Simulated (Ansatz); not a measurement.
Consider the ligand exchange at the Nb–N bond: `[NH2][Nb](=[O])([OH])[F]` + HCl → `[O]=[Nb]([OH])([F])[Cl]` + NH₃.

Calculated with Ansatz (gas phase, PBE0-D4/def2-TZVP geometries, no zero-point term in ΔE). CCSD(T)/CBS is the MP2 limit (def2-TZVPP, def2-QZVPP) plus CCSD(T) − MP2 in def2-TZVPP, frozen cores. This one scheme is used for every species. DFT in def2-TZVPP. HSE06 is defined as in plane-wave codes. def2 core potentials past Kr. For Nb outer-core shells are correlated without core-valence functions, which leaves a few kJ/mol of doubt a bond. One conformer a species, not always the lowest.

```json
{"level": "r2SCAN-D4", "ΔE (kJ/mol)": "-74.8", "difference from CCSD(T)/CBS": "-5.4"}
{"level": "B97M-V", "ΔE (kJ/mol)": "-79.1", "difference from CCSD(T)/CBS": "-9.7"}
{"level": "HSE06-D4", "ΔE (kJ/mol)": "-72.1", "difference from CCSD(T)/CBS": "-2.7"}
{"level": "ωB97X-V", "ΔE (kJ/mol)": "-69.1", "difference from CCSD(T)/CBS": "0.3"}
{"level": "ωB97M-V", "ΔE (kJ/mol)": "-69.0", "difference from CCSD(T)/CBS": "0.4"}
{"level": "PBE-QIDH", "ΔE (kJ/mol)": "-74.8", "difference from CCSD(T)/CBS": "-5.4"}
{"level": "PBE", "ΔE (kJ/mol)": "-71.4", "difference from CCSD(T)/CBS": "-2.0"}
{"level": "r2SCANh", "ΔE (kJ/mol)": "-74.7", "difference from CCSD(T)/CBS": "-5.3"}
{"level": "HSE06", "ΔE (kJ/mol)": "-72.5", "difference from CCSD(T)/CBS": "-3.1"}
{"level": "CAM-B3LYP", "ΔE (kJ/mol)": "-66.2", "difference from CCSD(T)/CBS": "3.2"}
{"level": "HF/def2-SVP", "ΔE (kJ/mol)": "-67.2", "difference from CCSD(T)/CBS": "2.2"}
{"level": "HF/def2-TZVPP", "ΔE (kJ/mol)": "-73.5", "difference from CCSD(T)/CBS": "-4.1"}
{"level": "CCSD(T)/def2-TZVPP", "ΔE (kJ/mol)": "-67.9", "difference from CCSD(T)/CBS": "1.5"}
{"level": "SCS-MP2/def2-QZVPP", "ΔE (kJ/mol)": "-74.7", "difference from CCSD(T)/CBS": "-5.3"}
{"level": "HF/CBS(def2)", "ΔE (kJ/mol)": "-74.8", "difference from CCSD(T)/CBS": "-5.4"}
{"level": "MP2/CBS(def2)", "ΔE (kJ/mol)": "-77.8", "difference from CCSD(T)/CBS": "-8.4"}
{"level": "CCSD(T)/CBS", "ΔE (kJ/mol)": "-69.4", "difference from CCSD(T)/CBS": "0"}
```

Largest T1 diagnostic among the species: 0.022, so the coupled-cluster value is less sure than usual.

At CCSD(T), def2-SVP lies +7.6 kJ/mol from the extrapolated value and def2-TZVPP +1.5 kJ/mol. Leaving LDA and LC-ωPBE aside and taking each functional with its dispersion term where it has one, the values, not all of them listed here, spread over 13.1 kJ/mol, from B97M-V to CAM-B3LYP-D4. LDA lies +7.4 kJ/mol from PBE without D4.
